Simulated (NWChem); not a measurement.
Species: C2H4FNOSi; SMILES O1[Si@](C=C1)(F)N

```xyz
10

N      1.1759    -1.4725    -0.3767
Si    -0.0554    -0.3406    -0.1347
F     -1.3854    -1.2101     0.1537
C     -0.1244     1.2394    -1.0448
C      0.0178     1.7844     0.1857
O      0.0947     0.8277     1.1576
H      2.0991    -1.2037    -0.6919
H      1.1496    -2.3974     0.0347
H     -0.2077     1.7322    -2.0092
H      0.0776     2.8286     0.5177
```
Atoms are numbered in this order, from 1.

Program: NWChem. Pople sets run with spherical d functions. Coordinates come from a PBE0/def2-SVP optimisation. Atomic charges in e: unrestrained fits to the electrostatic potential beside Mulliken populations; buried atoms are poorly determined by the fit.

For level B3LYP/def2-SVP:

* **ESP N1**: -1.01
* **Mulliken N1**: -0.34
* **ESP Si2**: 1.28
* **Mulliken Si2**: 0.85
* **Mulliken F3**: -0.32
* **ESP C4**: -0.75
* **Mulliken C4**: -0.29

**Question.** Estimate the same quantities for level Hartree-Fock/6-31G*.

**Answer.** 
| Quantity | Value |
|---|---|
| ESP N1 | -1.21 |
| Mulliken N1 | -1.06 |
| ESP Si2 | 1.51 |
| Mulliken Si2 | 1.47 |
| Mulliken F3 | -0.53 |
| ESP C4 | -0.86 |
| Mulliken C4 | -0.58 |
